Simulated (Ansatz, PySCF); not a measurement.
Potential energy curve for MgH, doublet.

Computed with: UKS-B3LYP/3-21G = unrestricted B3LYP/3-21G (PySCF); ROHF/aug-cc-pVDZ (Ansatz, an electronic-structure program); FCI = Ansatz with full CI/aug-cc-pVDZ, frozen core.

Energies relative to the lowest point of each curve near equilibrium, in kJ/mol:

```tsv
R / Å	UKS-B3LYP/3-21G	ROHF
1.56	20.7	15.5
1.64	7.2	4.0
1.77	0.0	0.5
1.85	2.1	5.1
1.90	5.3	9.8
2.17	35.3	50.2
2.62	89.2	115.0
2.91	111.1	113.2
3.10	120.2	111.8
3.81	133.8	108.3
4.75	137.2	107.1
5.24	137.8	106.9
```

Q: What does FCI give at the same points?

A: 1.56: 17.5; 1.64: 5.4; 1.77: 0.0; 1.85: 2.9; 1.90: 6.3; 2.17: 37.0; 2.62: 91.4; 2.91: 111.2; 3.10: 117.7; 3.81: 124.0; 4.75: 124.6; 5.24: 124.8 (kJ/mol).
